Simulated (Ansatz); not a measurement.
The first iterations of a band of C2H6OSSi (11 atoms, charge 0, multiplicity 1).

Method: RKS PBE0-D4/STO-3G in Ansatz.

| Quantity | Value |
| --- | --- |
| movable images | 7 |
| climbing image | yes |
| spring | 5.0 eV/Å² |
| optimiser | quadratic models (default) |
| start path | IDPP |
| force threshold | 0.05 eV/Å |
| iteration limit | 43 |
| end points | relaxed |

Image 0:

```xyz
11
Properties=species:S:1:pos:R:3
C 0.194 -0.550 1.602
C 0.128 -0.583 0.073
S 0.362 -1.925 -0.809
Si -0.244 1.010 -0.881
O -0.218 0.499 -2.506
H 0.961 0.167 1.934
H 0.426 -1.535 2.028
H -0.767 -0.205 2.016
H 0.759 2.018 -0.594
H -1.531 1.549 -0.485
H -0.005 -0.503 -2.358
```

Image 8:

```xyz
11
Properties=species:S:1:pos:R:3
C -0.229 -0.897 1.271
C 0.770 -0.476 0.178
S 2.154 -1.270 -0.079
Si 0.216 1.051 -0.793
O -1.391 0.891 -1.372
H -0.319 -0.105 2.032
H 0.077 -1.825 1.772
H -1.233 -1.040 0.842
H 1.165 1.280 -1.865
H 0.182 2.199 0.085
H -1.328 0.137 -2.051
```

| iteration | highest image above the first end (eV) | largest band force component (eV/Å) |
| --- | --- | --- |
| 1 | 0.323 | 1.195 |
| 2 | 0.192 | 0.218 |

Problem. Does the band converge within its limit, and where does its top end?

Solution. It converged. It ended after 6 iterations with the highest image 0.169 eV above the first end. A vibrational analysis at the climbing image gives no mode beyond 40i cm⁻¹: the surface is too flat there to confirm a saddle point. Limits of this set-up: minimal basis.

The run took 4.2 min on 1 thread of Intel(R) Xeon(R) Processor @ 2.50GHz (Skylake/Cascade Lake) (shared host), peak memory 0.12 GiB.
